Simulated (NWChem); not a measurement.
System: C2H4BFO2; SMILES O=CB(O)CF

The following NWChem deck was run.

```
start job
memory heap 200 mb stack 900 mb global 1100 mb
geometry units angstroms noautosym nocenter noautoz
  O     -0.967736    -2.142038     0.380745
  C      0.142938    -1.659204     0.334398
  B      0.357017    -0.082742     0.134251
  O      1.607844     0.397899     0.090890
  C     -0.863445     0.906281    -0.011614
  F     -0.378812     2.199797    -0.170867
  H      1.046375    -2.322800     0.432783
  H      1.592010     1.360007    -0.033643
  H     -1.496624     0.645801    -0.878671
  H     -1.522907     0.871441     0.874090
end
basis spherical
  O library 6-31g*
  C library 6-31g*
  B library 6-31g*
  F library 6-31g*
  H library 6-31g*
end
dft
  xc hfexch
  iterations 150
  mulliken
end
task dft energy
esp
  recalculate
  probe 0.07
  range 0.3
  factor 1.0
  spacing 0.02
end
task esp
```

NWChem printed, in part:

```
             Northwest Computational Chemistry Package (NWChem) 7.3.0
             --------------------------------------------------------

                             Geometry "geometry" -> ""
                             -------------------------

 Output coordinates in angstroms (scale by  1.889725989 to convert to a.u.)

  No.       Tag          Charge          X              Y              Z
 ---- ---------------- ---------- -------------- -------------- --------------
    1 O                    8.0000    -0.96773600    -2.14203800     0.38074500
    2 C                    6.0000     0.14293800    -1.65920400     0.33439800
    3 B                    5.0000     0.35701700    -0.08274200     0.13425100
    4 O                    8.0000     1.60784400     0.39789900     0.09089000
    5 C                    6.0000    -0.86344500     0.90628100    -0.01161400
    6 F                    9.0000    -0.37881200     2.19979700    -0.17086700
    7 H                    1.0000     1.04637500    -2.32280000     0.43278300
    8 H                    1.0000     1.59201000     1.36000700    -0.03364300
    9 H                    1.0000    -1.49662400     0.64580100    -0.87867100
   10 H                    1.0000    -1.52290700     0.87144100     0.87409000

 Effective nuclear repulsion energy (a.u.)     212.0048472404

  xc_inp: hfexch multiplicative factor not found.

                                 NWChem DFT Module
                                 -----------------

 Summary of "ao basis" -> "ao basis" (spherical)
 ------------------------------------------------------------------------------
       Tag                 Description            Shells   Functions and Types
 ---------------- ------------------------------  ------  ---------------------
 O                           6-31g*                  6       14   3s2p1d
 C                           6-31g*                  6       14   3s2p1d
 B                           6-31g*                  6       14   3s2p1d
 F                           6-31g*                  6       14   3s2p1d
 H                           6-31g*                  2        2   2s

            General Information
            -------------------
          SCF calculation type: DFT
          Wavefunction type:  closed shell.
          No. of atoms     :    10
          No. of electrons :    46
           Alpha electrons :    23
            Beta electrons :    23
          Charge           :     0
          Spin multiplicity:     1
          Use of symmetry is: off; symmetry adaption is: off
          Maximum number of iterations: 150
          AO basis - number of functions:    92
                     number of shells:    44
          Convergence on energy requested:  1.00D-06
          Convergence on density requested:  1.00D-05
          Convergence on gradient requested:  5.00D-04

              XC Information
              --------------
                     Hartree-Fock (Exact) Exchange  1.000

      Superposition of Atomic Density Guess
      -------------------------------------

 Sum of atomic energies:        -350.72056343

      Non-variational initial energy
      ------------------------------

 Total energy =    -353.083811
 1-e energy   =    -902.237880
 2-e energy   =     337.149222
 HOMO         =      -0.262014
 LUMO         =      -0.076519

     ---------------------------------------------
      Total Density - Mulliken Population Analysis
     ---------------------------------------------

    Atom       Charge   Shell Charges
 -----------   ------   -------------------------------------------------------
    1 O    8     8.80   2.00  0.96  3.07  0.93  1.82  0.02
    2 C    6     5.49   2.00  0.72  1.54  0.58  0.59  0.07
    3 B    5     4.37   2.00  0.60  1.12  0.38  0.19  0.08
    4 O    8     8.85   2.00  0.93  3.12  0.89  1.90  0.02
    5 C    6     6.04   2.00  0.70  1.76  0.60  0.93  0.05
    6 F    9     9.50   2.00  0.94  3.41  1.01  2.13  0.01
    7 H    1     0.88   0.48  0.40
    8 H    1     0.46   0.35  0.11
    9 H    1     0.80   0.47  0.33
   10 H    1     0.80   0.47  0.33

   convergence    iter        energy       DeltaE   RMS-Dens  Diis-err
 ---------------- ----- ----------------- --------- --------- ---------
 d= 0,ls=0.0,diis     1   -351.7952055782 -5.64D+02  8.69D-03  1.14D+00
 d= 0,ls=0.0,diis     2   -351.8822358206 -8.70D-02  3.96D-03  5.63D-01
 d= 0,ls=0.0,diis     3   -351.9331832806 -5.09D-02  1.08D-03  1.03D-02
 d= 0,ls=0.0,diis     4   -351.9351517676 -1.97D-03  3.89D-04  2.01D-03
 d= 0,ls=0.0,diis     5   -351.9354304495 -2.79D-04  2.04D-04  2.06D-04
  Resetting Diis
 d= 0,ls=0.0,diis     6   -351.9354958184 -6.54D-05  1.20D-04  5.74D-05
 d= 0,ls=0.0,diis     7   -351.9355131376 -1.73D-05  2.14D-05  4.70D-06
 d= 0,ls=0.0,diis     8   -351.9355141527 -1.02D-06  9.54D-06  1.02D-06
 d= 0,ls=0.0,diis     9   -351.9355144664 -3.14D-07  1.33D-05  6.73D-07
 d= 0,ls=0.0,diis    10   -351.9355146529 -1.86D-07  1.83D-06  1.80D-08

         Total DFT energy =     -351.935514652881
      One electron energy =     -905.376118960499
           Coulomb energy =      383.763291219558
    Exchange-Corr. energy =      -42.327534152378
 Nuclear repulsion energy =      212.004847240438

 Numeric. integr. density =        0.000000000000

                       DFT Final Molecular Orbital Analysis
                       ------------------------------------

 Vector   21  Occ=2.000000D+00  E=-5.224227D-01
              MO Center= -6.1D-01, -1.3D+00,  2.8D-01, r^2= 2.9D+00
   Bfn.  Coefficient  Atom+Function         Bfn.  Coefficient  Atom+Function
  ----- ------------  ---------------      ----- ------------  ---------------
     5      0.435330   1 O  pz                9      0.316820   1 O  pz
    19      0.279308   2 C  pz               23      0.184565   2 C  pz
    75      0.168918   6 F  pz               61     -0.164935   5 C  pz
    79      0.137510   6 F  pz               47     -0.105851   4 O  pz
    89      0.096743   9 H  s                91     -0.096608  10 H  s

 Vector   22  Occ=2.000000D+00  E=-5.001712D-01
              MO Center= -3.5D-01,  4.2D-01,  5.8D-02, r^2= 3.0D+00
   Bfn.  Coefficient  Atom+Function         Bfn.  Coefficient  Atom+Function
  ----- ------------  ---------------      ----- ------------  ---------------
    59      0.334378   5 C  px               31     -0.255454   3 B  px
    73     -0.238409   6 F  px               45      0.229450   4 O  px
     4     -0.213059   1 O  py               77     -0.197403   6 F  px
    63      0.193398   5 C  px               34      0.170063   3 B  s
    49      0.169419   4 O  px               60     -0.161869   5 C  py

 Vector   23  Occ=2.000000D+00  E=-4.092425D-01
              MO Center= -2.2D-01, -1.6D+00,  3.2D-01, r^2= 2.4D+00
   Bfn.  Coefficient  Atom+Function         Bfn.  Coefficient  Atom+Function
  ----- ------------  ---------------      ----- ------------  ---------------
     4      0.442152   1 O  py                8      0.371053   1 O  py
    32      0.263311   3 B  py               18     -0.254575   2 C  py
    86      0.237397   7 H  s                85      0.191312   7 H  s
     3     -0.170377   1 O  px                7     -0.134126   1 O  px
    59      0.127884   5 C  px               20     -0.117343   2 C  s

 Vector   24  Occ=0.000000D+00  E= 7.664092D-02
              MO Center=  6.3D-02, -9.6D-01,  2.4D-01, r^2= 2.7D+00
   Bfn.  Coefficient  Atom+Function         Bfn.  Coefficient  Atom+Function
  ----- ------------  ---------------      ----- ------------  ---------------
    37      0.461099   3 B  pz                9     -0.372957   1 O  pz
    23      0.351708   2 C  pz                5     -0.304820   1 O  pz
    33      0.272963   3 B  pz               19      0.258009   2 C  pz
    51     -0.252113   4 O  pz               47     -0.184531   4 O  pz
    90      0.132704   9 H  s                92     -0.132694  10 H  s

 Vector   25  Occ=0.000000D+00  E= 2.244169D-01
              MO Center=  6.0D-01,  1.1D+00, -1.5D-02, r^2= 3.9D+00
   Bfn.  Coefficient  Atom+Function         Bfn.  Coefficient  Atom+Function
  ----- ------------  ---------------      ----- ------------  ---------------
    88     -1.036872   8 H  s                48      0.953987   4 O  s
    34     -0.752916   3 B  s                62      0.602540   5 C  s
    64     -0.539628   5 C  py               90     -0.527339   9 H  s
    92     -0.528637  10 H  s                76      0.393735   6 F  s
    20      0.375463   2 C  s                63     -0.365043   5 C  px

 Vector   26  Occ=0.000000D+00  E= 2.342018D-01
              MO Center= -2.0D-01, -5.2D-01,  1.8D-01, r^2= 3.7D+00
   Bfn.  Coefficient  Atom+Function         Bfn.  Coefficient  Atom+Function
  ----- ------------  ---------------      ----- ------------  ---------------
    90     -0.672520   9 H  s                92      0.667256  10 H  s
    23      0.642191   2 C  pz               37     -0.591865   3 B  pz
    65     -0.482857   5 C  pz                9     -0.353818   1 O  pz
    19      0.311825   2 C  pz               33     -0.287443   3 B  pz
    51      0.237954   4 O  pz                5     -0.223691   1 O  pz

     ---------------------------------------------
      Total Density - Mulliken Population Analysis
     ---------------------------------------------

    Atom       Charge   Shell Charges
 -----------   ------   -------------------------------------------------------
    1 O    8     8.49   2.00  0.92  2.81  0.97  1.76  0.03
    2 C    6     5.88   2.00  0.69  1.86  0.56  0.69  0.09
    3 B    5     4.39   2.00  0.57  1.36  0.22  0.14  0.11
    4 O    8     8.71   2.00  0.89  2.92  0.95  1.94  0.02
    5 C    6     6.07   2.00  0.65  1.94  0.57  0.84  0.07
    6 F    9     9.47   2.00  0.92  3.29  1.06  2.18  0.02
    7 H    1     0.84   0.53  0.32
    8 H    1     0.51   0.44  0.07
    9 H    1     0.81   0.52  0.29
   10 H    1     0.81   0.52  0.29

     -------------------------------------------
      Total Density - Lowdin Population Analysis
     -------------------------------------------

    Atom       Charge   Shell Charges
 -----------   ------   -------------------------------------------------------
    1 O    8     8.23   1.99  0.85  2.69  0.71  1.92  0.06
    2 C    6     5.93   1.99  0.55  1.68  0.44  1.10  0.18
    3 B    5     5.00   1.98  0.44  1.27  0.33  0.72  0.25
    4 O    8     8.28   1.99  0.82  2.77  0.65  2.01  0.04
    5 C    6     6.07   1.99  0.53  1.77  0.42  1.22  0.14
    6 F    9     9.25   1.99  0.92  3.19  0.84  2.27  0.03
    7 H    1     0.89   0.50  0.39
    8 H    1     0.64   0.43  0.21
    9 H    1     0.86   0.50  0.36
   10 H    1     0.86   0.50  0.36

     Multipole analysis of the density
     ---------------------------------

     L   x y z        total         alpha         beta         nuclear
     -   - - -        -----         -----         ----         -------
     0   0 0 0     -0.000000    -23.000000    -23.000000     46.000000

     1   1 0 0      0.397367      1.339650      1.339650     -2.281933
     1   0 1 0      0.441605     -1.166504     -1.166504      2.774613
     1   0 0 1     -0.051856     -4.974927     -4.974927      9.897997

     2   2 0 0    -26.771493    -89.961028    -89.961028    153.150563
     2   1 1 0     -1.865971    -10.533551    -10.533551     19.201130
     2   1 0 1      0.281492      0.544757      0.544757     -0.808021
     2   0 2 0    -30.240606   -214.076263   -214.076263    397.911920
     2   0 1 1      0.941964     25.330141     25.330141    -49.718319
     2   0 0 2    -23.624140    -18.909505    -18.909505     14.194870

                     NWChem Electrostatic Potential Fit Module
                     -----------------------------------------

 Atom parameters

 Number of atoms is                                   10
 Number of basis functions is                         92

 Grid parameters

 Maximum number of grid points is                  39623
 Number of grid points is                          39622
 Grid range                                     0.300000 nm
 Grid spacing                                   0.020000 nm
 Probe radius                                   0.070000 nm
 Atom radius factor                             1.000000

 Atomic radii

    1    0.100000
    5    0.158000
    6    0.147000
    8    0.136000
    9    0.128000
 FASTESP  F
  using M.O. file = ./job.movecs

    Atom              Coordinates                           Charge

                                                  ESP

    1 O    -0.096774   -0.214204    0.038075   -0.507187
    2 C     0.014294   -0.165920    0.033440    0.362173
    3 B     0.035702   -0.008274    0.013425    0.493654
    4 O     0.160784    0.039790    0.009089   -0.717043
    5 C    -0.086345    0.090628   -0.001161    0.120710
    6 F    -0.037881    0.219980   -0.017087   -0.311114
    7 H     0.104638   -0.232280    0.043278    0.018411
    8 H     0.159201    0.136001   -0.003364    0.463132
    9 H    -0.149662    0.064580   -0.087867    0.038598
   10 H    -0.152291    0.087144    0.087409    0.038667
                                            ------------
                                                0.000000

 Dipole moment                                  0.603025

 Quadrupole moment Qxx                         -0.878361
                   Qyy                         -9.607610
                   Qzz                         10.485971

 RMS deviation kJ/mol                           0.044842

 RRMS %                                        17.229799
```

Level: Hartree-Fock/6-31G* (spherical d). Geometry: optimised at PBE0/def2-SVP.
